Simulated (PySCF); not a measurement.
Relaxation of singlet TeOF2

These are results of PBE0 in PySCF with Te def2-TZVP with ECP28, O def2-TZVP, F def2-TZVP; scalar-relativistic core potentials, no spin–orbit coupling; density-fitted integrals, not measurements. A (50,194) grid was used.

A hand-made trigonal planar start, of C2v symmetry, held to at least that symmetry:

```xyz
4
charge 0 multiplicity 1, angstrom
Te   -0.0229   -0.0396    0.0000
O    -0.9479   -1.6417    0.0000
F     1.9772   -0.0396    0.0000
F    -1.0228    1.6925    0.0000
```

Optimiser trace:
| step | E − E(last) (kJ/mol) | largest gradient (Eh/bohr) |
| --- | --- | --- |
| 0 | 84.94 | 0.04461 |
| 1 | 62.85 | 0.02921 |
| 2 | 39.19 | 0.04280 |
| 3 | 18.21 | 0.02962 |
| 4 | 6.99 | 0.01301 |
| 5 | 0.59 | 0.00507 |
| 6 | 0.08 | 0.00281 |
| 7 | 0.00 | 0.00018 |
| 8 | 0.00 | 0.00001 |

It ends at C2v with Te–F 1.952 Å (×2), Te–O 1.754 Å; F–Te–F 172.0°, F–Te–O 94.0° (×2) (after a last refinement on a finer grid). A frequency run shows 1 imaginary mode, down to 162i cm⁻¹, so it is a saddle point. Other isomers or separated fragments may lie lower.

Final geometry:
```xyz
4
charge 0 multiplicity 1, angstrom
Te    0.0631    0.1093    0.0000
O    -0.8140   -1.4098    0.0000
F     1.8174   -0.7469    0.0000
F    -1.5555    1.2005    0.0000
```
